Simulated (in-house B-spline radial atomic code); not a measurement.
Ionising the barium ion Ba⁶⁺ with different functionals

Computed with a radial B-spline atomic code at the basis-set limit: scalar-relativistic (spin-free X2C) Hamiltonian, Fermi nucleus of rms radius 4.8378 fm, spin-polarised at highest spin, spherical fractional occupations for the functionals, and exact exchange of hybrids averaged over the configuration. The ionisation energy is the difference of two self-consistent energies, [Kr] 4d10 5s2 5p2 → [Kr] 4d10 5s2 5p1, without Breit or QED terms; ε is the level of the shell that loses the electron (its least bound occupied spin orbital). There is no spin-orbit coupling in this Hamiltonian.

| method | rung | ΔSCF (eV) | -ε(5p) (eV) |
| --- | --- | --- | --- |
| PBE0 | global hybrid | 86.54 | 81.87 |
| B3LYP | global hybrid | 86.60 | 81.50 |
| TPSSh | global hybrid | 86.50 | 80.88 |
| BHandHLYP | global hybrid | 86.45 | 83.33 |
| r2SCAN0 | global hybrid | 86.75 | 82.18 |
| B97-1 | global hybrid | 86.37 | 81.45 |
| HSE06 | range-separated hybrid | 86.48 | 81.37 |
| wB97X | range-separated hybrid | 86.21 | 84.17 |
| CAM-B3LYP | range-separated hybrid | 86.61 | 83.35 |
| LC-wPBE | range-separated hybrid | 86.61 | 84.95 |

(1) Among the functionals, which spreads more, the ΔSCF values or the orbital energies?

(2) How do they compare with the NIST value?

Results:

(1) The orbital energies: ΔSCF values span about 0.54 eV and the orbital energies 4.07 eV; here energy differences depend much less on the functional than eigenvalues do.

(2) NIST lists 86 eV ± 2 (tabulated theory, ground level to ground level). Errors run from +0.21 to +0.75 eV; all lie within about twice that uncertainty, so the table can't rank the methods.
